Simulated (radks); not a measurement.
Effect of the nuclear size on the thallium ion Tl2+, [Xe] 4f14 5d10 6s1. All-electron calculation, Dirac Kohn-Sham, exchange-only LDA, spin-unpolarised, spherical densities, finite nucleus; Fermi nuclear charge, rms radius 5.4759 fm. Program: a radial shooting solver on a logarithmic mesh with Libxc functionals. The rms radius is varied about that value; shifts are against it.

rms radius (fm)  total energy shift (eV)  density at nucleus (e/bohr^3)  1s1/2 shift (meV)  2s1/2 shift (meV)  5s1/2 shift (meV)  5p1/2 shift (meV)  6s1/2 shift (meV)  6p1/2 (empty) shift (meV)  7s1/2 (empty) shift (meV)
4.8626                             -25.0                      2.642e+06              -9970              -1500              -18.0             -0.049              -2.12                      0.140                     -0.359
5.005                              -19.3                       2.61e+06              -7710              -1160              -13.9             -0.038              -1.64                      0.108                     -0.278
5.4759                                 0                      2.512e+06              0.000              0.000              0.000              0.000              0.000                      0.000                      0.000
5.8099                              14.3                       2.45e+06               5710                860               10.3              0.030               1.22                     -0.080                      0.206
6.4232                              41.8                      2.348e+06              16700               2510               30.2              0.090               3.56                     -0.234                      0.602

Slopes of the eigenvalues against <r^2> in GHz/fm^2, as finite differences over the two radii next to the reference (eigenvalue slopes, not the field-shift constants of lines): 1s1/2 373000, 2s1/2 56100, 5s1/2 673, 5p1/2 1.89, 6s1/2 79.4, 6p1/2 (empty) -5.23, 7s1/2 (empty) 13.4.
